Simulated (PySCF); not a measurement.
## Static response to an electric field

Species: Ta(NEt)Me3, C5H14NTa (singlet state).
Structure used (PBE0-D3(BJ)/def2-SVP), in Å, numbered top down from 1:
```
atom  x, y, z in Å
Ta1   -0.1606    0.2429   -0.9106
N2    -0.1596    0.2526    0.8542
C3    -0.1417    0.2281    2.2742
C4     0.5789   -0.9919    2.8321
H5     0.3421    1.1477    2.6547
H6    -1.1793    0.2506    2.6585
H7     0.5688   -0.9841    3.9331
H8     0.0953   -1.9189    2.4885
H9     1.6261   -1.0105    2.4945
C10    1.9194    0.2255   -1.5068
H11    1.9980    0.2882   -2.6102
H12    2.4227   -0.7039   -1.1855
H13    2.4904    1.0671   -1.0779
C14   -1.1838    2.0491   -1.5255
H15   -1.2823    2.0731   -2.6288
H16   -0.6214    2.9494   -1.2190
H17   -2.1953    2.1388   -1.0928
C18   -1.1881   -1.5681   -1.5027
H19   -2.1970   -1.6513   -1.0631
H20   -0.6255   -2.4667   -1.1914
H21   -1.2938   -1.6015   -2.6050
```

Level: PBE0/def2-SVPD (PySCF), static field, nuclei fixed, core orbitals frozen in the response. The polarisability tensor in these axes (au):

```
x   110.95  -1.53   2.61
y    -1.53 112.96  -4.45
z     2.61  -4.45 136.47
```

**Question.** What are the eigenvalues, a third of the trace, and Δα (Δα² = ½Σ(αi − αj)² over the three pairs)?

**Answer.** Principal values 110.12, 112.67 and 137.59 au; mean 120.13 au = 17.80 Å³ = 19.81 × 10⁻⁴⁰ C²·m²/J; Δα = 26.29 au (22 % of the mean).

**Question.** What is the dipole moment, and where does it point?

**Answer.** (0.02, -0.03, -0.46) D, 0.46 D in size, pointing from the negative to the positive side. Measured along this direction, the outermost atoms are H7 at the negative end and H11 and H21 at the positive end.

**Question.** Along which axes do the principal values lie, and how far do the nuclei extend along each?

**Answer.** Largest value along (0.11, -0.18, 0.98), where the nuclei span 7.17 Å; middle along (-0.45, 0.87, 0.21), 4.72 Å; least along (0.89, 0.46, -0.01), 5.41 Å. The strongest response lies along the longest span, while the other two are in reverse order.

**Question.** What would n − 1 = 2πNα be for an ideal gas of these molecules at 350 K and 1 atm, electronic part alone?

**Answer.** N = p/kT = 2.0968 × 10¹⁹ cm⁻³, so n − 1 = 2π × N × 17.80 × 10⁻²⁴ cm³ = 2345 × 10⁻⁶ at long wavelengths.

**Question.** How large is μ²/3kT at 273 K beside α?

**Answer.** In Gaussian units μ²/3kT = 1.85 Å³ against 17.80 Å³, a ratio of 0.10; the Debye molar polarisation (4π/3)N_A(α + μ²/3kT) is 49.6 cm³/mol, leaving out the vibrational part.

Isolated species at its PBE0-D3(BJ)/def2-SVP geometry, gas phase. Atoms past krypton carry effective core potentials; spin–orbit coupling is left out.
